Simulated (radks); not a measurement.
Valence configurations of the antimony ion Sb3+ (all share [Kr]). All-electron calculation, Dirac Kohn-Sham, LDA (Slater exchange, Perdew-Wang correlation), spin-unpolarised, spherical densities, finite nucleus; open shells fill j = l - 1/2 first; Fermi nuclear charge, rms radius 4.6802 fm. Program: a radial shooting solver on a logarithmic mesh with Libxc functionals. Order these by energy: 4d10 5p2; 4d8.5 5s1 5p2.5; 4d8 5s2 5p2; 4d9 5s2 5p1; 4d9.5 5s2 5p0.5; 4d10 5s2; 4d9 5s1 5p2; 4d10 5s1 5p1; 4d10 5s1.5 5p0.5; 4d9.5 5s1 5p1.5.

Answer. From the lowest, in eV above it: 4d10 5s2 0.000; 4d10 5s1.5 5p0.5 4.708; 4d10 5s1 5p1 9.434; 4d9.5 5s2 5p0.5 16.756; 4d10 5p2 18.946; 4d9.5 5s1 5p1.5 26.444; 4d9 5s2 5p1 34.605; 4d9 5s1 5p2 44.548; 4d8.5 5s1 5p2.5 64.389; 4d8 5s2 5p2 73.657. NIST lists [Kr] 4d10 5s2 as the ground configuration; this level of theory agrees among the configurations tried. The energies are those of spherical spin-averaged densities, not of single terms.
